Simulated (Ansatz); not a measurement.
Reaction (atomization): `[Cl][GeH]1[CH2][O]1` → C• + Cl• + Ge• + 3 H• + O•

Computed with Ansatz on PBE0-D4/def2-TZVP structures; ΔE is electronic, products minus reactants. CBS: MP2 limit from def2 TZ/QZ plus the TZ coupled-cluster correction, frozen cores. This one scheme is used for every species, atoms too. DFT in def2-TZVPP. B3LYP here is the variant with VWN-RPA as its local correlation; programs differ in this. HSE06 is defined as in plane-wave codes. Open shells (•) are unrestricted, without spin–orbit coupling. Spin–orbit coupling would lower the free atoms: a little for C, Cl, O; clearly for Ge. For Ge outer-core shells are correlated without core-valence functions, so the limit isn't a true one: a few kJ/mol of doubt a bond, and 10 to 20 or more in all where bonds break to atoms. Scalar relativity is left out up to krypton.

| level | ΔE (kJ/mol) | difference from CCSD(T)/CBS |
| --- | --- | --- |
| LDA (SPW92) | 2730.3 | 405.7 |
| PBE-D4 | 2382.3 | 57.7 |
| revPBE-D4 | 2307.8 | -16.8 |
| BLYP-D4 | 2300.2 | -24.4 |
| r2SCAN-D4 | 2335.8 | 11.2 |
| B97M-V | 2341.1 | 16.5 |
| PBE0-D4 | 2313.6 | -11.0 |
| B3LYP-D4 | 2287.3 | -37.3 |
| r2SCANh-D4 | 2309.4 | -15.2 |
| r2SCAN0-D4 | 2271.9 | -52.7 |
| HSE06-D4 | 2315.8 | -8.8 |
| BHLYP-D4 | 2190.5 | -134.1 |
| CAM-B3LYP-D4 | 2298.8 | -25.8 |
| ωB97X-V | 2324.7 | 0.1 |
| ωB97M-V | 2309.2 | -15.4 |
| B2PLYP | 2278.3 | -46.3 |
| PBE-QIDH | 2300.8 | -23.8 |
| PBE | 2367.9 | 43.3 |
| revPBE | 2266.7 | -57.9 |
| BLYP | 2268.7 | -55.9 |
| r2SCAN | 2332.5 | 7.9 |
| PBE0 | 2301.5 | -23.1 |
| B3LYP | 2263.9 | -60.7 |
| r2SCAN0 | 2268.0 | -56.6 |
| CAM-B3LYP | 2286.4 | -38.2 |
| LC-ωPBE | 2297.1 | -27.5 |
| HF/def2-SVP | 1531.9 | -792.7 |
| MP2/def2-SVP | 2191.3 | -133.3 |
| CCSD/def2-SVP | 2102.8 | -221.8 |
| CCSD(T)/def2-SVP | 2140.1 | -184.5 |
| HF/def2-TZVPP | 1541.6 | -783.0 |
| MP2/def2-TZVPP | 2322.0 | -2.6 |
| SCS-MP2/def2-TZVPP | 2288.7 | -35.9 |
| CCSD/def2-TZVPP | 2203.5 | -121.1 |
| CCSD(T)/def2-TZVPP | 2258.0 | -66.6 |
| MP2/def2-QZVPP | 2361.3 | 36.7 |
| SCS-MP2/def2-QZVPP | 2333.2 | 8.6 |
| HF/CBS(def2) | 1545.1 | -779.5 |
| MP2/CBS(def2) | 2388.6 | 64.0 |
| CCSD/CBS(def2) | 2270.0 | -54.6 |
| CCSD(T)/CBS | 2324.6 | 0 |

Largest T1 diagnostic among the species: 0.013.

At CCSD(T), def2-SVP lies −184.5 kJ/mol from the extrapolated value and def2-TZVPP −66.6 kJ/mol: correlation converges slowly with the basis, and small sets miss more of it in the bonded molecule than in its fragments. From r2SCAN to r2SCAN0 (25 % exact exchange), in def2-TZVPP and without D4, ΔE moves by −64.5 kJ/mol: exact exchange takes away binding that semilocal exchange gives to molecules. The D4 term adds +23.5 kJ/mol with B3LYP and +12.1 kJ/mol with PBE0; it sums over pairs of atoms, weighted by their polarisabilities, and B3LYP, whose exchange is more repulsive, gets the larger term.

For atomizations the MP2-based limit and the directly extrapolated one differ by several kJ/mol either way, and by 10 to 25 for some Ge, Se and Sn compounds, so smaller differences from it don't rank the levels.
